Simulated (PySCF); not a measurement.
# Polarisability and C₆ of Ni (nickel, neutral)

[Ar] 3d8 4s1 4p1, one real determinant (an excited configuration). Calculation: PySCF 2.14, in ANO-RCC-VTZP (6s5p3d2f1g, 59 functions); scalar relativity by spin-free X2C-1e. Coupled (time-dependent) response in atomic units; α is the mean over directions. The basis has no added diffuse functions, which lowers α and C₆.

```json
{"method": "wB97M-V", "mean α (bohr³)": "38.62", "α xx, yy, zz": "32.08, 51.71, 32.08", "C₆ (like pair)": "225.8", "S(−4)": "2471"}
```

S(−4) is the Cauchy moment in α(ω) = α(0) + S(−4) ω² + …

α(iu) at wB97M-V:

```
u (hartree)  α(iu) (bohr³)
          0          38.62
     0.0500          33.89
      0.100          26.95
      0.200          18.04
      0.300          13.17
      0.500          8.218
      0.750          5.360
       1.00          3.901
       1.50          2.493
       2.00          1.809
       3.00          1.110
       5.00         0.5392
```

A single London oscillator, α(iu) = α/(1 + u²/ω²), gives C₆ = (3/4) ω α². Matching the computed C₆ needs ω = 4 × 225.8 / (3 × 38.62²) = 0.202 hartree.

The components differ because the open shell of this determinant is not spherical; for a pure term their mean is the scalar polarisability.

⟨L²⟩ = 14.01 against 20 for a pure G term, so this real determinant mixes terms.
